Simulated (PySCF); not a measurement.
C5H5O2 (charge -1).
SMILES with atom numbers: `[CH3:1][C:2]#[C:3][CH2:4][C:5](=[O:6])[O-:7]` (hydrogens: H8, H9, H10 on C1; H11, H12 on C4)

The geometry is computed with GFN2-xTB (gas phase).

(1) What internal coordinates does the optimisation give?

Answers

(1) 
```
                bond  length (Å)
               C1–C2       1.454
               C2≡C3       1.202
               C3–C4       1.432
               C4–C5       1.626
        C5=O6, C5–O7       1.231
C1–H8, C1–H9, C1–H10       1.093
      C4–H11, C4–H12       1.094
```

Bonds in one row agree within 0.01 Å and their mean is given. A selection of angles:
```
     angle  degrees
  C2–C1–H8    110.4
 C2–C1–H10    110.6
  H8–C1–H9    108.5
  C1–C2–C3    180.0
  C2–C3–C4    177.4
  C3–C4–C5    110.1
 C3–C4–H11    110.5
 C5–C4–H11    107.7
H11–C4–H12    110.3
  C4–C5–O6    114.6
  O6–C5–O7    130.8
```

Dihedral angles: C3–C4–C5–O6 -91° (anticlinal). The mirror-image conformer, all signs reversed, is as good.

C5 (carboxylate carbon) is planar (angles 130.8°, 114.6° and 114.6°, sum 360.0°, 0.01 Å off the plane of its three neighbours). The 4 C–C bonds span 1.202 Å (C2≡C3, drawn triple) to 1.626 Å (C4–C5, drawn single), a spread of 0.424 Å.

Point group: near Cs, missed by 0.38 Å at most; the miss may be what the optimiser left on a soft mode. No frequency check.
